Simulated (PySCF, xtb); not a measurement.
C₃H₃ClF₂, SMILES [C@H]1([C@@H]([C@H]1Cl)F)F.

xtb with GFN2-xTB at its own geometry gives an orbital gap of 6.70 eV and a dipole moment of 1.92 D.

Coordinates come from a PBE0-D3(BJ)/def2-SVP optimisation. The structure was generated by enumeration; whether it is a known compound was not checked.

### Question
What does CAM-B3LYP/def2-TZVP (PySCF) give? (Estimate from the structure and the level; the computed values follow.)

### Answer
gap 10.75 eV (levels -9.66 and 1.09 eV), dipole 1.30 D.
